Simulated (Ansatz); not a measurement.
Isolated molecules relaxed with PBE0-D4/def2-TZVP in Ansatz; ΔE leaves out vibrations. CCSD(T)/CBS adds triple-zeta CCSD(T) − MP2 to the extrapolated MP2 energy (def2 sets, frozen cores). Functionals use def2-TZVPP. HSE06 is defined as in plane-wave codes. For Ge outer-core shells are correlated without core-valence functions, which leaves a few kJ/mol of doubt a bond. Scalar relativity is left out up to krypton. Each species was taken in one conformer, which may not be the lowest.

Reaction (cleavage of the Si–Si bond): `N[Si@@H]1C[Si@H]1[SiH3]` + `[OH][Ge][OH]` → `[OH][Ge][O][SiH3]` + `N[SiH]1C[SiH2]1`

`N[Si@@H]1C[Si@H]1[SiH3]`:

Z-matrix (Å, degrees):
```
Si
C 1 1.864
Si 1 2.267 2 54.9
N 1 1.716 2 117.0 3 -118.4
H 1 1.481 2 117.2 3 107.5
H 2 1.088 1 118.2 3 -113.1
H 2 1.090 1 117.8 3 109.4
Si 3 2.322 1 123.9 2 97.6
H 3 1.489 1 119.6 2 -95.4
H 4 1.008 1 118.5 2 29.1
H 4 1.009 1 118.8 2 167.6
H 8 1.490 3 112.6 1 -134.8
H 8 1.488 3 111.1 1 103.5
H 8 1.489 3 108.0 1 -15.4
```

`[OH][Ge][OH]`:

Cartesian coordinates in Å:
```
O 1.049 0.143 0.921
Ge -0.734 0.278 1.007
O -1.226 -0.077 -0.677
H 1.456 -0.075 0.078
H -0.545 -0.269 -1.328
```

`[OH][Ge][O][SiH3]`:

Cartesian coordinates in Å:
```
O -1.124 0.243 2.640
Ge 0.426 0.515 1.820
O -0.125 0.003 0.185
Si 0.512 -0.136 -1.320
H -1.806 -0.084 2.042
H -0.247 0.726 -2.263
H 1.942 0.282 -1.332
H 0.422 -1.549 -1.771
```

`N[SiH]1C[SiH2]1`:

Z-matrix (Å, degrees):
```
Si
C 1 1.886
Si 1 2.244 2 54.2
N 1 1.712 2 116.3 3 109.1
H 1 1.487 2 113.0 3 -111.0
H 2 1.089 1 116.8 3 -110.0
H 2 1.088 1 118.2 3 112.4
H 3 1.483 1 122.5 2 -100.4
H 3 1.483 1 122.2 2 99.7
H 4 1.006 1 120.2 2 -130.9
H 4 1.007 1 121.3 2 80.3
```

| level | ΔE (kJ/mol) |
| --- | --- |
| PBE-D4 | -65.5 |
| r2SCAN0-D4 | -89.0 |
| HSE06-D4 | -74.6 |
| ωB97M-V | -95.8 |
| PBE | -66.9 |
| BLYP | -87.4 |
| BHLYP | -106.9 |
| HF/def2-SVP | -117.0 |

What does CCSD(T)/CBS give? (An estimate is asked.)

The calculation gave: -91.8 kJ/mol. The listed levels differ from it by 26.3, 2.8, 17.2, -4.0, 24.9, 4.4, -15.1, -25.2 kJ/mol.

Largest T1 diagnostic among the species: 0.015.

From PBE to PBE0 (25 % exact exchange), in def2-TZVPP and without D4, ΔE moves by −9.6 kJ/mol. Leaving LDA and LC-ωPBE aside and taking each functional with its dispersion term where it has one, the values, not all of them listed here, spread over 39.6 kJ/mol, from BHLYP-D4 to revPBE-D4. LDA lies −4.3 kJ/mol from PBE without D4. In def2-TZVPP, CCSD(T) changes the Hartree–Fock value by +28.6 kJ/mol (the triples alone add +4.6 kJ/mol) and MP2 by +23.4 kJ/mol.
